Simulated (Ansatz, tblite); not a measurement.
Forces on the cluster Li5Al⁺ at its r2SCAN-D4/def2-TZVP geometry. The state is a doublet with charge 1.

The xTB rows come from tblite. The structure comes from a short search, and lower isomers may exist.

GFN1-xTB (tblite), largest force 0.48 eV/Å:

```xyz
6
positions Å, forces eV/Å
Li   -0.132    2.446   -0.700    0.072   -0.473   -0.026
Li    2.411    0.346    0.749   -0.375   -0.104   -0.280
Li    0.010   -2.305    1.350    0.056    0.336   -0.314
Li   -2.663   -0.096   -0.175    0.455    0.006   -0.087
Li    0.564   -0.540   -1.779   -0.083    0.194    0.426
Al   -0.191    0.150    0.555   -0.125    0.041    0.282
```

PBE0-D4/def2-TZVP (Ansatz), largest force 0.04 eV/Å:

```
Li 0.010 -0.040 0.007
Li -0.036 -0.001 -0.020
Li 0.000 0.029 -0.024
Li 0.037 -0.002 -0.003
Li -0.011 0.012 0.038
Al 0.000 0.001 0.004
```
